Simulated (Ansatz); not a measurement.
Ag⁺ ··· OH⁻

The pair of Ag⁺ (SMILES [Ag+], atom 1) and OH⁻ (SMILES [OH-], atoms 2–3), both closed shells, in one local arrangement (a lower one may exist), relaxed at PBE0-D4/def2-TZVP:

```xyz
3
angstrom
Ag -0.0408 0.0546 -1.4670
O -0.2360 0.3157 0.5151
H 0.2768 -0.3705 0.9518
```

Ansatz 0.2.0; basis: def2-TZVPPD, with def2-QZVPPD for the basis limit; cores frozen in the correlated methods. Filled d shells of the heavier atoms are correlated. Core potentials replace the inner electrons of the atoms past krypton. B3LYP uses VWN-RPA correlation. Extrapolation: Hartree–Fock as exp(−7.88 √X), correlation as X^−2.97. Interaction energies count from these two fragments, frozen as in the pair, with the counterpoise correction; negative means bound.

(1) What is the interaction energy by CCSD(T) at an estimated basis limit (MP2 extrapolated from triple and quadruple zeta, plus CCSD(T) − MP2 in triple zeta)? (Judge from chemistry; the value comes from the calculation.)

(2) Which atoms make the shortest contact between the fragments?

T1 diagnostic: at most 0.039. The T1 diagnostic is large here, which may signal multireference character or strong orbital relaxation, so CCSD(T) is less sure.

Answers

(1) By the calculation: -189.62 kcal/mol. Hartree–Fock alone gives -168.82 kcal/mol at the basis limit. It counts from the two fragments frozen as in the pair.

The same quantity by other methods in triple zeta, and each one's difference from that estimate:
```json
{"method": "PBE-D4", "E_int (kcal/mol)": "-198.66", "difference": "-9.04"}
{"method": "revPBE-D4", "E_int (kcal/mol)": "-193.68", "difference": "-4.06"}
{"method": "BLYP-D4", "E_int (kcal/mol)": "-197.03", "difference": "-7.41"}
{"method": "r2SCAN-D4", "E_int (kcal/mol)": "-198.80", "difference": "-9.18"}
{"method": "B97M-V", "E_int (kcal/mol)": "-195.19", "difference": "-5.57"}
{"method": "PBE0-D4", "E_int (kcal/mol)": "-191.67", "difference": "-2.06"}
{"method": "B3LYP-D4", "E_int (kcal/mol)": "-192.29", "difference": "-2.68"}
{"method": "HSE06-D4", "E_int (kcal/mol)": "-191.77", "difference": "-2.15"}
{"method": "wB97X-V", "E_int (kcal/mol)": "-186.88", "difference": "2.74"}
{"method": "wB97M-V", "E_int (kcal/mol)": "-186.19", "difference": "3.43"}
{"method": "B2PLYP", "E_int (kcal/mol)": "-188.25", "difference": "1.37"}
{"method": "HF", "E_int (kcal/mol)": "-167.66", "difference": "21.95"}
{"method": "MP2", "E_int (kcal/mol)": "-184.31", "difference": "5.31"}
{"method": "CCSD", "E_int (kcal/mol)": "-181.27", "difference": "8.35"}
{"method": "CCSD(T)", "E_int (kcal/mol)": "-183.46", "difference": "6.16"}
```
Differences are method less estimate.

(2) Ag1 and O2, 2.01 Å apart.

Basis-set superposition shift (counterpoise-corrected less uncorrected): CCSD(T) 2.20; MP2 2.10; HF 0.05; PBE0-D4 0.12; wB97M-V 0.10 kcal/mol.

For scale, one of the runs: CCSD(T)/def2-TZVPPD, 113 basis functions, launched by `ansatz run in.yaml --threads 2 --pin off --events-out ev --progress --plain --max-ram 5222MiB`. The run took about 5.5 s on 2 CPU threads of an Arm Neoverse V1 (shared host).
